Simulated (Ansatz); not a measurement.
Ge5H3 (the lowest doublet isomer of a short search). Charge 0, multiplicity 2. Geometry PBE0-D4/def2-SVP, basis def2-TZVP, Ansatz.

```xyz
8

Ge    0.5827    0.5166   -1.9671
Ge   -0.5076    1.8247    0.3785
Ge   -1.3977   -0.2810   -0.6981
Ge   -0.6705   -1.6819    1.1519
Ge    1.2632   -0.4171    0.2436
H    -0.5751   -3.2044    0.7977
H     0.3900    2.1729   -1.0436
H     0.9150    1.0703    1.1371
```

| run | HOMO (eV) | LUMO (eV) |
| --- | --- | --- |
| A | -7.51 | -0.37 |
| B | -5.93 | -3.39 |
| C | -4.78 | -4.11 |
| D | -5.12 | -4.01 |
| E | -5.69 | -3.49 |

The structure comes from a short search, and lower isomers may exist.

HOMO and LUMO are taken over both spins.

Q: The runs used HF, PBE, PBE0, r2SCAN, r2SCAN0. Estimate which is which.

A: A HF (100 % exact exchange); B r2SCAN0 (25 % exact exchange); C PBE (0 % exact exchange); D r2SCAN (0 % exact exchange); E PBE0 (25 % exact exchange). Exact exchange lowers occupied and raises empty levels; among semilocal functionals meta-GGAs tend to open the gap a little, and such runs are hard to tell apart. The gap grows from 0.67 eV (PBE) to 7.14 eV (HF).
